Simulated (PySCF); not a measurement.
**Two-component Hartree-Fock for Au (gold, neutral)**

Start: [Xe] 4f14 5d10 6p1; 6p3/2 filled at m_j = +3/2. Calculated with PySCF 2.14 in x2c-TZVPall-2c with one added diffuse shell each of s, p, d type (12s12p11d2f, 117 functions): generalised Hartree-Fock with the X2C-1e Hamiltonian and a Gaussian nucleus; spin-orbit coupling (SO) screened by Boettger's factors. This is a chosen level, not necessarily the ground level.

```tsv
spinor shell	electrons	ε, screened SO (eV)	weight of nominal j (screened SO)	rms radius, screened SO (bohr)
1s1/2	2	-81148.3	1.000	0.0190
2s1/2	2	-14467.8	1.000	0.0768
2p1/2	2	-13850.3	1.000	0.0651
2p3/2	4	-12009.3	1.000	0.0731
3s1/2	2	-3484.4	1.000	0.196
3p1/2	2	-3207.7	1.000	0.188
3p3/2	4	-2795.4	1.000	0.204
3d3/2	4	-2341.3	1.000	0.179
3d5/2	6	-2253.1	1.000	0.183
4s1/2	2	-794.65	1.000	0.433
4p1/2	2	-675.54	1.000	0.438
4p3/2	4	-575.34	1.000	0.471
4d3/2	4	-380.15	1.000	0.485
4d5/2	6	-360.92	1.000	0.497
5s1/2	2	-130.03	1.000	1.00
4f5/2	6	-107.86	1.000	0.544
4f7/2	8	-104.07	1.000	0.546
5p1/2	2	-89.563	1.000	1.09
5p3/2	4	-72.396	1.000	1.19
5d3/2	4	-16.269	1.000	1.65
5d5/2	6	-14.410	0.999	1.75
6p3/2	1	-3.400	1.000	5.71
```

```
   quantity   screened SO
E (hartree)  -19026.68252
        M_J           3/2
       ⟨J²⟩         3.814
       ⟨L²⟩         2.214
       ⟨S²⟩         0.943
```

⟨J²⟩ departs a little from M_J(M_J + 1) because the unrestricted spinors polarise the closed shells.

Breit and QED terms are absent; they matter most for the inner s and p1/2 levels.

Densities and radii are taken from the X2C orbitals without a picture-change correction, which distorts them close to the nucleus.
